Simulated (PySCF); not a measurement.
BiH5, SMILES [BiH5].

Geometry optimised at B3LYP-D3(BJ)/def2-TZVP. The def2 effective core potentials stand for the cores of Bi; spin–orbit coupling is left out.

Calculation: TDDFT-PBE/def2-TZVPD (PySCF).

Vertical excitations; the highest root listed may be one member of a degenerate set. Isolated molecule, no solvent. State labels are in the subgroup C2v.

| state | symmetry | energy (eV) | λ (nm) | f | main pairs |
|---|---|---|---|---|---|
| S1 | A1 | 3.20 | 388 | 0.000 | HOMO→LUMO 99 % |
| S2 | B1 | 4.71 | 263 | 0.013 | HOMO→LUMO+1 (degenerate set) |
| S3 | A1 | 4.71 | 263 | 0.013 | HOMO→LUMO+2 (degenerate set) |
| S4 | B2 | 6.18 | 201 | 0.002 | HOMO−1→LUMO 61 %, HOMO→LUMO+5 37 % |
| S5 | A2 | 6.27 | 198 | 0.000 | HOMO→LUMO+4 (degenerate set) |
| S6 | B2 | 6.27 | 198 | 0.000 | HOMO→LUMO+3 (degenerate set) |
| S7 | B1 | 6.67 | 186 | 0.056 | HOMO→LUMO+8 (degenerate set) |
| S8 | A1 | 6.67 | 186 | 0.056 | HOMO→LUMO+7 (degenerate set) |
| S9 | B2 | 6.78 | 183 | 0.338 | HOMO→LUMO+5 42 %, HOMO→LUMO+9 41 %, HOMO−1→LUMO 16 % |
| S10 | A1 | 6.84 | 181 | 0.120 | HOMO−3→LUMO 88 % |
| T1 | A1 | 1.86 | 666 | 0 | HOMO→LUMO 99 % |
| T2 | B1 | 4.23 | 293 | 0 | HOMO→LUMO+1 (degenerate set) |
| T3 | A1 | 4.23 | 293 | 0 | HOMO→LUMO+2 (degenerate set) |
| T4 | B2 | 5.48 | 226 | 0 | HOMO−1→LUMO 67 %, HOMO→LUMO+5 28 % |
Triplets are in the Tamm–Dancoff approximation, which puts them higher than full response would, so one can lie above its singlet here.
